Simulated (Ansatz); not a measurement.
Two isomers of CH6NSbSi: A = `C=N[SiH2][SbH2]`, B = `[CH2]1N[SiH2][SbH]1`.

Computed with Ansatz on PBE0-D4/def2-TZVP structures; ΔE is electronic, products minus reactants. CCSD(T)/CBS adds triple-zeta CCSD(T) − MP2 to the extrapolated MP2 energy (def2 sets, frozen cores). DFT in def2-TZVPP. B3LYP here is the variant with VWN-RPA as its local correlation; programs differ in this. Elements past krypton have def2 core potentials. For Sb outer-core shells are correlated without core-valence functions, which leaves a few kJ/mol of doubt a bond. Each species was taken in one conformer, which may not be the lowest.

(1) Which is lower in electronic energy at CCSD(T)/CBS, and by how much? (Best estimate.)

(2) Give E(B) − E(A) in kJ/mol with CCSD/def2-TZVPP, B3LYP-D4, ωB97M-V, B2PLYP, B3LYP, CCSD(T)/def2-TZVPP, PBE0-D4. (Best estimate.)

Largest T1 diagnostic: 0.014.

Answers

(1) Ansatz gave: B, by 39.2 kJ/mol.

(2) Computed: CCSD/def2-TZVPP -30.7, B3LYP-D4 -22.4, ωB97M-V -35.1, B2PLYP -26.7, B3LYP -19.3, CCSD(T)/def2-TZVPP -31.3, PBE0-D4 -44.4. None reverses the order clearly.

In def2-TZVPP, CCSD(T) changes the Hartree–Fock value by −25.9 kJ/mol (the triples alone add −0.6 kJ/mol) and MP2 by −40.6 kJ/mol. From PBE to PBE0 (25 % exact exchange), in def2-TZVPP and without D4, E(B) − E(A) moves by −9.7 kJ/mol.
